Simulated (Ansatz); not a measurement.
Program: Ansatz. Geometries: PBE0-D4/def2-TZVP. ΔE: electronic, gas phase. CBS: MP2 limit from def2 TZ/QZ plus the TZ coupled-cluster correction, frozen cores. DFT in def2-TZVPP. Each species was taken in one conformer, which may not be the lowest.

Consider the formal exchange of groups at the Si–N bond: `C=N[SiH](O)F` + `OBCF` → `OB[SiH](O)F` + `C=NCF`.

```json
{"level": "CAM-B3LYP-D4", "ΔE (kcal/mol)": "25.4"}
{"level": "SCS-MP2/def2-TZVPP", "ΔE (kcal/mol)": "26.0"}
```

Question: What does CCSD(T)/CBS give? (Best estimate.)

Answer: The calculation gave: +25.5 kcal/mol. The listed levels differ from it by -0.1, 0.5 kcal/mol.

Largest T1 diagnostic among the species: 0.013.

From r2SCAN to r2SCAN0 (25 % exact exchange), in def2-TZVPP and without D4, ΔE moves by +1.1 kcal/mol. Leaving LDA and LC-ωPBE aside and taking each functional with its dispersion term where it has one, the values, not all of them listed here, spread over 5.7 kcal/mol, from PBE-D4 to BHLYP-D4.
